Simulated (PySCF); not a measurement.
Estimate the missing entries of this data sheet.

Species: C3HF6P.
SMILES: `FC(F)(F)C(=P)C(F)(F)F`

Conformer (atom-mapped SMILES and torsion angles): `[F:1][C:2]([F:3])([F:4])[C:5](=[PH:6])[C:7]([F:8])([F:9])[F:10]`: F1–C2–C5–P6 107°, C2–C5–C7–F8 -78°.

```json
{"property": "point group", "level": "PBE0-D3(BJ)/def2-SVP", "value": "C1"}
{"property": "rotational constants A, B, C", "level": "PBE0-D3(BJ)/def2-SVP", "value": "1.465, 1.060, 0.782 GHz"}
{"property": "dipole moment", "level": "wB97X-D/def2-SVPD", "value": "2.53 D"}
{"property": "HOMO energy", "level": "wB97X-D/def2-SVPD", "value": "-10.96 eV"}
{"property": "LUMO energy", "level": "wB97X-D/def2-SVPD", "value": "-1.55 eV"}
{"property": "lowest singlet excitation", "level": "TDDFT wB97X-D/def2-SVPD", "value": "4.56 eV (272 nm, f = 0.010)"}
{"property": "strongest line among the 10 lowest singlet transitions", "level": "TDDFT wB97X-D/def2-SVPD", "value": "?"}
{"property": "lowest triplet excitation (Tamm–Dancoff)", "level": "TDA wB97X-D/def2-SVPD", "value": "?"}
{"property": "static isotropic polarisability", "level": "wB97X-D/def2-SVPD", "value": "65.6 au"}
{"property": "vertical ionisation energy", "level": "ΔSCF wB97X-D/def2-SVPD", "value": "11.25 eV"}
{"property": "vertical electron affinity", "level": "ΔSCF wB97X-D/def2-SVPD", "value": "1.27 eV"}
{"property": "electronic spatial extent ⟨r²⟩ about the centre of nuclear charge", "level": "wB97X-D/def2-SVPD", "value": "?"}
{"property": "13C chemical shifts (computed TMS as zero) by class", "level": "GIAO PBE0/pcSseg-1", "value": "198.6 (1 C), 127.2 (1 C), 124.7 (1 C) ppm"}
{"property": "1H chemical shifts (computed TMS as zero) by class", "level": "GIAO PBE0/pcSseg-1", "value": "7.52 (1 H) ppm"}
{"property": "isotropic shieldings of nuclei other than C and H, by class", "level": "GIAO PBE0/pcSseg-1", "value": "251 (3 F), 251 (3 F), 42 (1 P) ppm"}
```

Electronic properties: PySCF, gas phase, density fitting. Geometry: PBE0-D3(BJ)/def2-SVP; no solvent or vibrations. NMR classes are plain means over equivalent atoms (diastereotopic ones count apart unless rotation or inversion swaps them), as if these changed places fast; in this geometry the members of some classes differ.

What is the electronic spatial extent ⟨r²⟩ about the centre of nuclear charge?

1401 bohr².

Give the strongest line among the 10 lowest singlet transitions.

S2 at 5.62 eV (221 nm, f = 0.242).

What is the lowest triplet excitation (Tamm–Dancoff)?

2.89 eV.

From the two ΔSCF values, the fundamental gap I − A is 9.98 eV and the Mulliken electronegativity (I + A)/2 is 6.26 eV. With B = h/(8π²I), that is 505.379 GHz u Å² over I, the principal moments of inertia are 345.0, 476.7 and 645.9 u Å² (most abundant isotopes); the inertial defect Ic − Ia − Ib is -175.8 u Å² (zero for a rigid planar frame, negative otherwise). The ΔSCF ionisation energy exceeds −ε(HOMO) by 0.29 eV with wB97X-D. The dipole matches unit charges of opposite sign 0.53 Å apart (1 e·Å = 4.8032 D). The principal polarisabilities are 52.6, 63.0 and 81.2 au; their mean is the isotropic value.
